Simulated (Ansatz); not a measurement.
Saddle point of BH2ClO2F2, singlet (BClF₂ ([F][B]([F])[Cl]) + H₂O₂ ([OH][OH]) → BHO₂F₂ ([OH][O][B]([F])[F]) + HCl; bonds formed: Cl2–H5; dative contacts that become bonds: B1–O6; bonds broken: B1–Cl2, H5–O6), PBE0-D4/def2-TZVP structure:

```xyz
8
angstrom
B -0.2814 -0.8452 0.0443
Cl 0.6690 -0.6972 -1.9427
F -1.5809 -0.7316 -0.1072
F 0.2510 -1.9067 0.6192
H 0.8677 0.3200 -0.8323
O 0.4826 0.4189 0.3587
O -0.3752 1.5418 0.5145
H -0.0328 1.9000 1.3452
```

Energies are electronic, without zero-point energy. Barriers and step energies count from the start structure reached by relaxing down the imaginary mode; all methods use the PBE0-D4 structures, on which another method's saddle can fall below an end. Ansatz 0.2.0; basis: def2-TZVPP, with def2-QZVPP for the basis limit; cores frozen in the correlated methods. B3LYP uses VWN-RPA correlation. Extrapolation: Hartree–Fock as exp(−7.88 √X), correlation as X^−2.97.

| method | barrier (kcal/mol) | step energy (kcal/mol) |
| --- | --- | --- |
| SPW92 | 10.93 | -0.72 |
| PBE-D4 | 14.03 | -4.67 |
| BLYP-D4 | 15.12 | -8.31 |
| r2SCAN-D4 | 16.27 | -3.98 |
| B97M-V | ? | -5.77 |
| PBE0-D4 | 17.35 | -4.19 |
| B3LYP-D4 | 17.71 | -7.60 |
| r2SCAN0-D4 | 18.58 | -3.82 |
| BHLYP-D4 | 21.65 | -7.16 |
| CAM-B3LYP-D4 | ? | -6.95 |
| wB97X-V | 19.87 | -4.56 |
| wB97M-V | 19.35 | -4.34 |
| B2PLYP | ? | -6.94 |
| PBE-QIDH | 19.60 | -3.74 |
| RPA on PBE | 19.25 | -6.22 |
| HF | 28.19 | -10.68 |
| MP2 | 19.26 | -4.45 |
| CCSD | 22.11 | -6.32 |
| CCSD(T) | 20.36 | -5.47 |

Question: Fill in the withheld barriers. (Judge from chemistry; the value comes from the calculation.)

Answer: By the calculation: B2PLYP 18.82; CAM-B3LYP-D4 18.74; B97M-V 19.47 kcal/mol. Each is the energy of the saddle less that of the start structure, by the same method.

For comparison, the barrier by CCSD(T) at an estimated basis limit (MP2 extrapolated from triple and quadruple zeta, plus CCSD(T) − MP2 in triple zeta) is 20.37 kcal/mol.

T1 diagnostic: at most 0.013.

Labels in which every atom is bracketed show which atoms are joined, not bond orders.

For scale, one of the runs: CCSD(T)/def2-TZVPP, 225 basis functions, launched by `ansatz run in.yaml --threads 4 --pin off --events-out ev --progress --plain --max-ram 9574MiB`. Time: 2.6 min of wall clock on 4 CPU threads of an Arm Neoverse V1; the host was shared. Peak host memory: 4.1 GiB.
